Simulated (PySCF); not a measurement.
# Computed properties of In(H)(F)(OMe) (CH4FInO), SMILES [InH]([F])[O]C

CH4FInO, SMILES [O]([InH][F])C. Geometry optimised at PBE0-D3(BJ)/def2-SVP. The def2 effective core potentials stand for the cores of In; spin–orbit coupling is left out. One conformer was computed; it need not be the lowest. All values are computed for the isolated molecule unless a solvent is named; none is compared with measurement here.

**Structure.** The optimised structure has Cs symmetry. All 18 harmonic modes at PBE0-D3(BJ)/def2-SVP (PySCF) are real, so it is a minimum. With heavy atoms numbered as in [InH:1]([F:3])[O:4][CH3:5], the shortest bond between them is O4–C5 at 1.402 Å and the longest In1–O4 at 1.981 Å.

**Vibrations.** The strongest infrared lines (harmonic, unscaled, degenerate partners summed) lie at 1143 cm⁻¹ (210 km/mol, O 47 %, C 43 %, H 10 %), 2998 cm⁻¹ (107 km/mol, H 98 %), 421 cm⁻¹ (104 km/mol, H 92 %). The softest mode is at 94 cm⁻¹ and the zero-point energy is 30.8 kcal/mol.

**Electronic structure.** ωB97X/def2-TZVP (PySCF) places the frontier levels at -10.15 and 0.33 eV, a gap of 10.48 eV, and gives a dipole moment of 2.07 D and a mean polarisability of 48.4 bohr³.

**Excitations.** TDDFT-B3LYP/def2-SVPD (PySCF) has S1 at 4.55 eV (273 nm, f = 0.009, weak); the most intense of the 10 singlets computed lies at 5.51 eV (f = 0.15). T1 (TDA) is at 4.21 eV. No vertical singlet excitation falls in the visible range (under 3.1 eV).
